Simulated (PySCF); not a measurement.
Si(F)(Br)(OH)2 (BrFH₂O₂Si), SMILES F[Si](Br)(O)O.

The structure is a stationary point at r2SCAN-D4/def2-SVP. The geometry has at least one imaginary mode, so it is a saddle point at that level. This is a generated structure with no PubChem entry under its InChIKey; it may be hypothetical. Other conformers were not sampled.

Calculation: PBE/def2-TZVP run with PySCF.

Gas-phase values at a fixed geometry.

**Question.** Estimate the frontier levels, gap, dipole moment and polarisability. (Estimate from the structure and the level; the computed values follow.)

**Answer.** 
```json
{
  "highest_occupied_level": "-7.45 eV",
  "lowest_empty_level": "-0.95 eV",
  "orbital_gap": "6.49 eV",
  "dipole_moment": "2.15 D",
  "quadrupole, principal values (traceless, Buckingham form, about the centre of nuclear charge)": "-7.97, 2.35, 5.62 D·Å",
  "mean_static_polarisability": "48.9 bohr³ (7.25 Å³)",
  "polarisability_principal_values": "41.8, 45.7, 59.3 bohr³"
}
```
